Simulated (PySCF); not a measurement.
Ga(Cl)2(SH) (Cl₂GaHS), SMILES [Ga]([SH])([Cl])[Cl]. Atoms are numbered in the order given.

```xyz
5

Ga    -0.0150     0.0060     0.0000
Cl    -1.3182     1.6897     0.0000
Cl     2.0919     0.3509     0.0000
S     -0.8191    -2.0191     0.0000
H      0.4164    -2.5696     0.0000
```
Charge 0, spin multiplicity 1.

The structure is a stationary point at PBE0-D3(BJ)/def2-SVP. The values are those of a single conformer.

Two levels are set side by side: PBE/pcSseg-1 (PySCF) and B3LYP/pcSseg-1 (PySCF). GIAO shifts against H2S (³³S), HCl (³⁵Cl), TMS (¹H) at the same level; non-relativistic, no solvent, atoms listed together averaged. Without spin–orbit terms, shifts of atoms bonded to Cl or Br come out too high at both levels. Differences are taken from unrounded values.

| quantity | B3LYP |
|---|---|
| δ(³³S) of S4 (ppm) | 80.1 |
| δ(¹H) of H5 (ppm) | 1.70 |

**Question.** What does PBE give, and how far is it from B3LYP? (The exact figures need the calculation; the answer reports its results.)

**Answer.** 
```csv
quantity,PBE,PBE minus B3LYP
δ(³³S) of S4 (ppm),100.0,19.9
δ(¹H) of H5 (ppm),1.91,0.21
```

Rough cost on one machine, each run with all the roots and properties that it gave: B3LYP against PBE within a factor of 2.
